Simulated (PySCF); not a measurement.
C7H13Al.
Numbering: `[CH2:1]=[C:2]([CH3:3])[C@H:4]1[CH2:5][CH2:6][CH2:7][AlH:8]1` (hydrogens: H9, H10 on C1; H11, H12, H13 on C3; H14 on C4; H15, H16 on C5; H17, H18 on C6; H19, H20 on C7; H21 on Al8)

Structure used (PBE0-D3(BJ)/def2-SVP), in Å, numbered top down from 1:
```xyz
21
C7H13Al angstrom
C     -1.749    1.564    0.324
C     -1.553    0.297   -0.084
C     -2.707   -0.661   -0.176
C     -0.224   -0.292   -0.427
C      0.921    0.657   -0.822
C      2.292    0.003   -0.593
C      2.426   -0.460    0.870
Al     0.596   -1.112    1.185
H     -2.746    1.912    0.604
H     -0.939    2.295    0.378
H     -2.845   -0.997   -1.218
H     -2.520   -1.570    0.423
H     -3.648   -0.210    0.169
H     -0.355   -1.062   -1.211
H      0.813    1.003   -1.865
H      0.876    1.567   -0.198
H      2.386   -0.869   -1.266
H      3.097    0.698   -0.888
H      3.256   -1.166    1.029
H      2.633    0.407    1.526
H     -0.079   -1.967    2.345
```

All values: PBE0/pcSseg-1 and B3LYP/def2-SVPD (PySCF, non-relativistic), on one gas-phase PBE0-D3(BJ)/def2-SVP geometry that isn't relaxed in the solvent. The solvent is an IEF-PCM continuum (Bondi radii, 1.10 Å for H, scaled by 1.2). Only the electrostatic response of the medium enters.

Gas phase at PBE0/pcSseg-1: HOMO -6.15 eV, LUMO -1.09 eV, dipole 0.99 D.

Task: What does the continuum do to the energy, the frontier levels and the dipole at PBE0/pcSseg-1 in acetonitrile and water?

Result: 
| solvent | ε | E(solvent) − E(gas) (kcal/mol) | polarisation term (kcal/mol) | distortion of the solute (kcal/mol) | HOMO (eV) | LUMO (eV) | dipole (D) |
| --- | --- | --- | --- | --- | --- | --- | --- |
| acetonitrile | 35.69 | -4.17 | -4.78 | 0.61 | -6.08 | -0.62 | 1.54 |
| water | 78.36 | -4.30 | -4.94 | 0.64 | -6.08 | -0.60 | 1.56 |

The first energy column is the sum of the next two and covers electrostatics alone. From acetonitrile to water the lowering changes by a factor 1.03, Onsager's factor (ε − 1)/(2ε + 1) by 1.02 and ε itself by 2.2.

Task: Give the dipole vector in the frame of the coordinates (D, pointing from negative to positive charge), gas and water.

Result: Gas (0.56, -0.80, -0.15), solvent (0.80, -1.33, -0.12). Its length changes by +57 % and its direction by 6°.

Task: Which ESP-fitted charges (PBE0/pcSseg-1) respond most in acetonitrile (means over atoms taken as equivalent)?

Result: 
```
atoms                    environment  gas (e)  solvent (e)  change
  Al8  aluminium bonded to 2 C and H   +0.716       +0.826  +0.110
   C7                ring CH2 carbon   -0.615       -0.670  -0.055
   C1           terminal =CH2 carbon   -0.643       -0.692  -0.049
  H21                  Al–H hydrogen   -0.272       -0.315  -0.043
   C5                ring CH2 carbon   -0.316       -0.357  -0.041
   C6                ring CH2 carbon   +0.282       +0.321  +0.039
```

Task: How do the nuclear quadrupole coupling constants eQVzz/h respond in acetonitrile?

Result: 
| nucleus | Q (barn) | gas (MHz) | solvent (MHz) | η gas | η solvent |
| --- | --- | --- | --- | --- | --- |
| 27Al at Al8 | 0.1466 | 50.45 | 49.64 | 0.23 | 0.22 |

Gas phase at B3LYP/def2-SVPD: HOMO -5.96 eV, LUMO -1.27 eV, dipole 1.03 D.

Task: What does the continuum do to the energy, the frontier levels and the dipole at B3LYP/def2-SVPD in acetonitrile and water?

Result: 
```json
{"solvent": "acetonitrile", "ε": "35.69", "E(solvent) − E(gas) (kcal/mol)": "-4.16", "polarisation term (kcal/mol)": "-4.90", "distortion of the solute (kcal/mol)": "0.74", "HOMO (eV)": "-5.85", "LUMO (eV)": "-0.79", "dipole (D)": "1.63"}
{"solvent": "water", "ε": "78.36", "E(solvent) − E(gas) (kcal/mol)": "-4.29", "polarisation term (kcal/mol)": "-5.08", "distortion of the solute (kcal/mol)": "0.79", "HOMO (eV)": "-5.85", "LUMO (eV)": "-0.78", "dipole (D)": "1.65"}
```

Task: How does the static polarisability (B3LYP/def2-SVPD, frozen core, with the continuum's full static response) change?

Result: 
| medium | isotropic (au) | principal values (au) | ⟨r²⟩ of the electrons (bohr²) |
| --- | --- | --- | --- |
| gas | 112.4 | 96.5, 113.5, 127.1 | 1323.0 |
| acetonitrile | 159.2 | 141.3, 162.8, 173.6 | 1324.6 |
| water | 160.9 | 143.0, 164.3, 175.4 | 1324.6 |

The isotropic value in water is 1.43 times the gas-phase one; no cavity-field correction is applied. ⟨r²⟩ is taken about the centre of nuclear charge.

The run took 56 s wall on one thread of an Arm Neoverse N1, shared host with 64 logical CPUs at a one-minute load of 28, and the process peaked at 1.1 GiB of memory. This is the whole shielding run at PBE0/pcSseg-1 in water, SCF included.
